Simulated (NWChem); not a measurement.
**Correlation energy of C₂H₄F**

SMILES: C[CH]F
```xyz
7

C     -1.1510     0.1709    -0.2978
C      0.3069     0.3776    -0.2069
F      0.9915    -0.5555     0.4627
H     -1.6017     0.9251    -0.9587
H     -1.6495     0.2458     0.6898
H     -1.3832    -0.8289    -0.7001
H      0.7759     1.3668    -0.1667
```
Charge 0, spin multiplicity 2.

The numbers come from NWChem runs, not from measurements. The geometry was optimised at UPBE0/def2-SVP, a minimum by its harmonic frequencies.

Basis set: STO-3G. Each correlation energy counts from its own Hartree-Fock reference.

The correlated methods keep 3 core orbitals frozen. The structure started from a generated list of species. The stability of the SCF solutions was not checked. Open-shell Hartree-Fock references start from PBE0 orbitals. Coupled-cluster values serve here as a point of comparison, not as the truth.

```csv
method,correlation energy (mHa)
CCSD on UHF,___
CCSD[T] on UHF,___
CCSD(T) on ROHF,-148.6
CCSDT on ROHF,-149.1
CCSD(T) on UHF,-145.6
UMP2,-105.3
CCSD on ROHF,___
CCSD[T] on ROHF,-149.0
SCS-UMP2,-115.8
```

Question: Complete the blanks.

Answer: 
- CCSD on UHF, correlation energy (mHa): -143.6
- CCSD[T] on UHF, correlation energy (mHa): -146.0
- CCSD on ROHF, correlation energy (mHa): -146.5
